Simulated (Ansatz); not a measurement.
`[SiH3][S][GeH3]` → `[SH][GeH3]` + `[SiH2]`  (silylene loss)

Isolated molecules relaxed with PBE0-D4/def2-TZVP in Ansatz; ΔE leaves out vibrations. CCSD(T)/CBS adds triple-zeta CCSD(T) − MP2 to the extrapolated MP2 energy (def2 sets, frozen cores). This one scheme is used for every species. DFT in def2-TZVPP. B3LYP here is the variant with VWN-RPA as its local correlation; programs differ in this. For Ge outer-core shells are correlated without core-valence functions, which leaves a few kJ/mol of doubt a bond. Scalar relativity is left out up to krypton.

```csv
level,ΔE (kJ/mol),difference from CCSD(T)/CBS
B3LYP-D4,292.2,-7.5
r2SCANh-D4,320.2,20.5
revPBE,277.2,-22.5
RPA@PBE/def2-TZVPP,268.8,-30.9
SCS-MP2/def2-TZVPP,299.8,0.1
CCSD/def2-TZVPP,284.0,-15.7
HF/def2-QZVPP,277.2,-22.5
MP2/def2-QZVPP,320.4,20.7
SCS-MP2/def2-QZVPP,306.0,6.3
HF/CBS(def2),277.3,-22.4
CCSD(T)/CBS,299.7,0
```

What do rigid-rotor, harmonic-oscillator terms from PBE0-D4/def2-TZVP frequencies (298.15 K, 1 bar) make of the CCSD(T)/CBS value? (Best estimate.)

Computed: ΔZPE = -16.7 kJ/mol, ΔH = +287.2 kJ/mol, ΔS = 142 J/(mol·K), ΔG = +244.9 kJ/mol. Modes under 50 cm⁻¹ make the entropy rough.

Largest T1 diagnostic among the species: 0.014.

From PBE to PBE0 (25 % exact exchange), in def2-TZVPP and without D4, ΔE moves by +10.3 kJ/mol. At CCSD(T), def2-SVP lies −24.8 kJ/mol from the extrapolated value and def2-TZVPP −10.2 kJ/mol. Leaving LDA and LC-ωPBE aside and taking each functional with its dispersion term where it has one, the values, not all of them listed here, spread over 40.1 kJ/mol, from BLYP-D4 to r2SCAN0-D4. LDA lies +31.9 kJ/mol from PBE without D4.
